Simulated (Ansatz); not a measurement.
Harmonic frequencies (cm⁻¹) at PBE0-D4/def2-TZVP from Ansatz: 571, 816, 1794.

Problem. Which molecule is it?
A. `C#C[O]`•
B. `[F][AlH]`•
C. `F[C](F)Cl`•
D. `[O][Si](F)(F)Cl`•

Solution. B.
